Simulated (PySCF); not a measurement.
# The third ionisation energy along the 4d series

Calculated with PySCF 2.14 from differences of total energies of unrestricted determinants, without spin-orbit coupling. Values in eV. The last column holds reference values (NIST; (s) semi-empirical, (t) theoretical, else measured). Unmarked ones compare directly (S terms, centres of terms, or small fine structure); those marked * lie between the lowest fine-structure levels and include a spin-orbit shift.

```csv
element,configurations,UHF,MP2 (valence),SCS-MP2 (valence),reference
"Zr (cc-pVDZ-PP with ECP28MDF, ECP)",[Kr] 4d2 → [Kr] 4d1,22.369,22.428,22.389,23.170 (s) *
"Tc (cc-pVDZ-PP with ECP28MDF, ECP)",[Kr] 4d5 → [Kr] 4d4,28.863,29.364,29.030,29.55 (s) *
"Ru (cc-pVDZ-PP with ECP28MDF, ECP)",[Kr] 4d6 → [Kr] 4d5,26.438,27.331,27.455,28.47 (s) *
"Cd (cc-pVDZ-PP with ECP28MDF, ECP)",[Kr] 4d10 → [Kr] 4d9,35.953,37.426,37.259,37.468 ± 0.006 *
```

"Valence" correlates the outer s and p shells and, in groups 3 to 12 and the f block, the outer d or f shell, open or full, or the next shell where the ion has no valence electron left; the wider scheme adds the next inner shell.
